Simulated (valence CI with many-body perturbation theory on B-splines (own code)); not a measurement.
# Missing levels of Re LIV

Method: configuration interaction combined with many-body perturbation theory (CI+MBPT): four valence electrons over a frozen Dirac-Fock core [Ar], radial functions for each j: 9 s, 9 p, 10 d, 8 f, 5 g, 3 h, 1 i, with the one-electron correlation potential Σ1, the two-electron term Σ2, the three-electron term Σ3, Breit, model QED; selected CI, second order for the rest (own B-spline code, finite nucleus).

The last digits are not significant, and no measured levels were compared; by estimate large intervals hold to a few tenths of a per cent, small ones and those within an open d or f shell to about a per cent. The list stops below the first excitations out of the core. Only levels of the ground parity were solved; by the run's estimate the other parity begins above the list, which can be wrong where configurations are misplaced.

| Level | E (cm⁻¹) |
| --- | --- |
| (3d3/2^4) J=0 | 0 |
| (3d3/2^3 3d5/2) J=1 | 554500 |
| (3d3/2^3 3d5/2) J=4 | ? |
| (3d3/2^3 3d5/2) J=2 | ? |
| (3d3/2^3 3d5/2) J=3 | ? |
| (3d3/2^2 3d5/2^2) J=0 [a] | 1180000 |
| (3d3/2^2 3d5/2^2) J=2 [a] | 1183500 |
| (3d3/2^2 3d5/2^2) J=4 [a] | ? |
| (3d3/2^2 3d5/2^2) J=3 [a] | 1219800 |
| (3d3/2^2 3d5/2^2) J=5 | ? |
| (3d3/2^2 3d5/2^2) J=6 | 1271600 |
| (3d3/2^2 3d5/2^2) J=1 | 1293100 |
| (3d3/2^2 3d5/2^2) J=3 [b] | 1317200 |
| (3d3/2^2 3d5/2^2) J=4 [b] | 1320600 |
| (3d3/2^2 3d5/2^2) J=2 [b] | 1337000 |
| (3d3/2^2 3d5/2^2) J=2 [c] | 1441100 |
| (3d3/2^2 3d5/2^2) J=4 [c] | ? |
| (3d3/2^2 3d5/2^2) J=2 [d] | 1590200 |
| (3d3/2^2 3d5/2^2) J=0 [b] | 1723100 |
| (3d3/2 3d5/2^3) J=4 | 1830600 |

Levels are named by their leading jj configuration (3d3/2^4 stands for four electrons in 3d with j = 3/2), which in mixed levels can hold well under half, so a name can repeat and another be missing. Letters in brackets count levels of one name in rising energy.

The levels stand in rising order. What does the calculation give for the missing energies?

(3d3/2^3 3d5/2) J=4 651540; (3d3/2^3 3d5/2) J=2 678800; (3d3/2^3 3d5/2) J=3 706260; (3d3/2^2 3d5/2^2) J=4 [a] 1202800; (3d3/2^2 3d5/2^2) J=5 1248800; (3d3/2^2 3d5/2^2) J=4 [c] 1485100.
